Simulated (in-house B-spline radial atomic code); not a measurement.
Se⁴⁺. Computed with a B-spline radial atomic code. Model: all-electron spherical atom, spin shells full or empty, radial basis limit, no spin-orbit coupling: exact exchange with a local potential (Slater, KLI or optimised effective potential, whose far tail is KLI's), no correlation.

The run also made RPA and GW results, which its time includes.

The Slater potential averages the orbital exchange potentials with the orbital densities as weights, KLI adds orbital constants, and the optimised effective potential minimises the exact-exchange energy among local potentials. So their energies lie above Hartree-Fock in the order OEP, KLI, Slater. All fall off as −1/r, unlike LDA and GGA exchange.

Command:
```bash
python run_gw.py task.json out
```
Settings (lengths in bohr, energies in hartree):
```
Z                      34
electrons              30
configuration          [Ar] 3d10 4s2
hamiltonian            nr
method                 kli
lmax                   9
spin_polarised         False
box_radius             11.96
intervals              71
ion_configuration      [Ar] 3d10 4s1
```

Time taken, with all properties: 12 s on 1 thread of Arm Neoverse N1 (shared host).

Given: hamiltonian non-relativistic; mean-field start exchange-only KLI.

Computed: energy above Hartree-Fock 12.473 millihartree; virial ratio -E/T less 1 0.000565.

```csv
radius (bohr),r times exchange potential (hartree bohr)
0.00147,-0.039236
0.00182,?
0.00225,-0.05989
0.00278,-0.073814
0.00344,-0.091005
0.00426,-0.11209
0.00527,-0.13755
0.00651,-0.16797
0.00805,-0.20425
0.00996,-0.24671
0.0123,-0.29457
0.0152,-0.34725
0.0189,-0.40372
0.0233,-0.45584
0.0288,-0.50032
0.0357,-0.52942
0.0441,-0.53706
0.0546,-0.53
0.0675,-0.54117
0.0835,-0.61286
0.103,?
0.128,-0.85642
0.158,-0.92915
0.195,-0.92538
0.242,-0.85541
0.299,-0.8614
0.37,-1.0516
0.457,-1.268
0.566,-1.3859
0.699,-1.3549
0.865,-1.1878
1.07,-0.96681
1.32,-0.85052
1.64,-0.88932
2.02,-0.95167
2.5,-0.98504
3.1,-0.99638
```

**Question.** What belongs in the row 0.00182?

**Answer.** r times exchange potential (hartree bohr): -0.048523.

**Question.** What belongs in the row 0.103?

**Answer.** r times exchange potential (hartree bohr): -0.73306.

| occupied | level (hartree) | Hartree-Fock level (hartree) |
| --- | --- | --- |
| 1s | -453.94 | -462.8 |
| 2s | -59.457 | -62.574 |
| 2p | ? | ? |
| 3s | -9.7242 | -10.814 |
| 3p | -7.7008 | -8.5337 |
| 3d | -4.1111 | -4.5268 |
| 4s | -2.3825 | -2.3833 |

**Question.** What belongs in the row 2p?

**Answer.** level (hartree): -53.604; Hartree-Fock level (hartree): -56.173.

| empty | level (hartree) |
| --- | --- |
| 4p | -1.9188 |
| 4d | -1.2581 |
| 5s | ? |
| 5p | -0.97079 |

**Question.** What belongs in the row 5s?

**Answer.** level (hartree): -1.1326.

The highest level, 4s, differs from Hartree-Fock by +0.02 eV and the deepest, 1s, by +241 eV: a local potential can match the highest level but can't give each shell its own exchange.
